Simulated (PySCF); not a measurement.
# How methods differ on the ionisation energy of V¹⁶⁺

V¹⁶⁺ [He] 2s2 2p3 [2p1/2^2 2p3/2^1, M_J = 3/2] → V¹⁷⁺ [He] 2s2 2p2 [2p1/2^2, M_J = 0], as a difference of total energies. Computed with PySCF 2.14 in an even-tempered Gaussian basis (18 s from 3.4 bohr⁻², ratio 2.4; 11 p from 4.4 bohr⁻², ratio 2.4; 5 d from 18 bohr⁻², ratio 2.6; 5 f from 27 bohr⁻², ratio 2.6), with the two-component X2C-1e Hamiltonian. Correlated levels: nothing frozen; the 30 highest virtual spinors dropped. "Screened" scales the spin-orbit matrix elements by Boettger's factors to mimic the two-electron term; Breit and QED terms are absent.

| method | ionisation energy (eV) |
| --- | --- |
| GHF (spin-free) | 1171.6 |
| GMP2 (spin-free) | 1171.8 |
| GHF (screened spin-orbit) | 1168.0 |
| GMP2 (screened spin-orbit) | 1168.0 |

The labels give the starting determinants; with spin-orbit coupling the two ends relaxed to ⟨J²⟩ = 3.75, ⟨L²⟩ = 0.08, ⟨S²⟩ = 3.64 and ⟨J²⟩ = 1.07, ⟨L²⟩ = 1.87, ⟨S²⟩ = 1.87.

The determinant of V¹⁷⁺ mixes levels of different J (the jj label is only the starting occupation), so the difference between spin-free and spin-orbit rows is not the physical spin-orbit shift.

For comparison: 1165.2 ± 1.1 eV (semi-empirical (NIST evaluation); NIST Atomic Spectra Database, ionization energies).
